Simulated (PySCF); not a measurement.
Species: C7H11N3.
Atom-mapped SMILES: `[CH2:1]=[CH:2][c:3]1[cH:4][n:5][n:6][n:7]1[CH2:8][CH2:9][CH3:10]`

Geometry (GFN2-xTB, Å), atoms numbered from 1 in this order:
```
atom  x, y, z in Å
C1    -3.0103    1.2349    0.2411
C2    -1.8561    0.8116   -0.2629
C3    -1.2519   -0.4525    0.0666
C4    -1.6758   -1.5119    0.8605
N5    -0.7382   -2.4679    0.8316
N6     0.2293   -2.0845    0.0829
N7    -0.0448   -0.8800   -0.3993
C8     0.8995   -0.1983   -1.2384
C9     1.7391    0.8078   -0.4427
C10    2.6464    0.1077    0.5606
H11   -3.5726    0.6473    0.9457
H12   -3.4281    2.1867   -0.0359
H13   -1.3146    1.4312   -0.9660
H14   -2.5772   -1.6288    1.4247
H15    0.3633    0.3043   -2.0487
H16    1.5485   -0.9680   -1.6625
H17    1.0737    1.4993    0.0800
H18    2.3405    1.3856   -1.1470
H19    2.0665   -0.5286    1.2249
H20    3.3723   -0.5169    0.0456
H21    3.1816    0.8379    1.1621
```

NICS is the negative of the GIAO shielding at a point without a nucleus: at the ring centre (0) and 1 Å above and below it (1); zz is the component along the ring normal. Level: GIAO PBE0/pcSseg-1 (PySCF, non-relativistic, gas phase) on the GFN2-xTB geometry, one conformer.

Ring bond lengths (Å), with Mayer bond orders in brackets: C3–C4 1.390 (1.38), C4–N5 1.339 (1.41), N5–N6 1.282 (1.45), N6–N7 1.326 (1.20), N7–C3 1.363 (1.01).

Problem. What do the NICS probes read (ppm)?

Solution. 
```json
{"ring": "C3–C4–N5–N6–N7", "type": "5-membered ring with 3 N; formal bonds all aromatic", "NICS(0)": "-11.6", "NICS(1), two faces": "-12.4 / -12.1", "NICS(1)zz, two faces": "-31.2 / -30.1", "rms pucker (Å)": "0.00", "centre to ring atoms, mean (Å)": "1.14"}
```

Problem. What can be read from them?

Solution. 
- C3–C4–N5–N6–N7: mean NICS(1)zz -30.7 ppm, shielded, aromatic by this magnetic criterion (flat ring, no four-coordinate atom).

Problem. And the bond-length index? Use HOMA with the parameters of Krygowski (1993).

Solution. 
- C3–C4–N5–N6–N7: HOMA 0.96; the largest term is that of N5–N6, α(R − Ropt)² = 0.10. The geometric and the magnetic index point the same way.

Problem. At the second NICS(1) probe listed for ring C3–C4–N5–N6–N7, 1 Å off the ring, what do the in-plane components average?

Solution. The isotropic value is a third of the trace: (3 × -12.1 − (-30.1))/2 = -3.1 ppm.

Problem. Give the inner angles of the rings and the Hirshfeld charges of the ring atoms.

Solution. 
- C3–C4–N5–N6–N7: C3 103.1° (+0.020 e), C4 108.5° (-0.042 e), N5 109.1° (-0.147 e), N6 109.1° (-0.073 e), N7 110.1° (+0.049 e); sum 540.0° against 540° for a flat convex ring.
